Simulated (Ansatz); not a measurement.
Relaxation of CH4AlFOSn (9 atoms, charge 0, multiplicity 1), to a largest force component of 0.02 eV/Å in at most 50 steps.

These are results of Ansatz 0.2.0, RKS LDA/def2-SVP, not measurements.

```xyz
9
Properties=species:S:1:pos:R:3:forces:R:3
F 0.362 -3.215 -0.936 0.02 2.44 -0.26
Al 0.763 -1.507 -0.435 -0.69 -2.09 -2.97
O 0.906 0.093 -1.374 0.65 -3.25 1.07
C 0.164 0.991 -0.677 -2.35 1.57 -1.02
Sn -0.418 0.069 1.188 -0.11 -0.26 1.39
H -0.829 1.177 -1.272 0.94 0.23 0.91
H 0.644 1.943 -0.495 0.65 1.02 -0.16
H 1.488 -2.521 0.470 1.30 0.17 1.42
H 0.588 0.614 2.584 -0.41 0.16 -0.39
```

Problem. Where does it end, and by what steps?

Solution. The forces met the threshold. After 14 steps the energy has fallen by 2.708 eV; F1 moved furthest, 1.07 Å. Joined: O3–Sn5 (2.88 → 2.34 Å).

```csv
step,energy less start (eV),largest force component (eV/Å),accepted
0,0.0000,3.247,yes
1,-1.2478,2.357,yes
2,-1.9694,1.000,yes
3,-2.2373,0.845,yes
4,-2.3991,1.273,yes
5,-2.5062,1.441,yes
6,-2.6005,1.031,yes
7,-2.6648,0.587,yes
8,-2.6919,0.195,yes
9,-2.7026,0.170,yes
10,-2.7060,0.127,yes
11,-2.7070,0.105,yes
12,-2.7070,0.068,no
13,-2.7078,0.025,yes
14,-2.7078,0.016,yes
```

```xyz
9
Properties=species:S:1:pos:R:3
F -0.215 -2.448 -1.420
Al 0.844 -1.826 -0.298
O 1.068 -0.059 -0.417
C 0.091 0.903 -0.643
Sn -0.517 0.012 1.303
H -0.570 0.708 -1.512
H 0.500 1.932 -0.593
H 2.083 -2.647 0.239
H 0.387 1.067 2.395
```

Time of the run: 22 s on 2 threads of Intel(R) Xeon(R) Platinum 8375C CPU @ 2.90GHz (Ice Lake), on a shared host, peak memory 0.2 GiB.
